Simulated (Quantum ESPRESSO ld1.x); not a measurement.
All-electron atom: Tc XVIII in [Ar] 3d8 (the NIST ground configuration). Calculated with ld1.x of Quantum ESPRESSO 7.5: scalar-relativistic Kohn-Sham, LDA (Slater exchange, Perdew-Zunger correlation), spin-polarised, spherical densities, point nucleus; open shells are filled with parallel spins first.

Radial electron density D(r) = 4 pi r^2 rho(r):

r (bohr),D(r) (e/bohr),spin D(r)
0.002556,4.676,-0.000118
0.003198,6.770,-0.000170
0.004001,9.668,-0.000242
0.005006,13.57,-0.000339
0.006262,18.64,-0.000463
0.007772,24.67,-0.000610
0.009724,31.95,-0.000784
0.01216,39.72,-0.000960
0.01522,46.96,-0.00110
0.01904,52.30,-0.00111
0.02382,54.41,-0.000737
0.0298,52.86,0.000773
0.03728,49.00,0.00575
0.04664,46.21,0.0210
0.05836,48.27,0.0641
0.07301,56.01,0.176
0.09134,64.74,0.436
0.1143,66.40,0.968
0.143,57.41,1.90
0.1789,44.70,3.24
0.2238,39.86,4.69
0.2777,44.19,5.58
0.3474,46.42,5.34
0.4347,36.65,3.91
0.5438,19.78,2.08
0.6803,6.836,0.750
0.8511,1.398,0.168
1.065,0.1527,0.0206
1.332,0.007825,0.00119

D(r) has 3 maxima, at r = 0.0242, 0.106, 0.329 bohr, and minima at 0.0485, 0.218 bohr, inside which lie 2.04, 11.14 electrons.
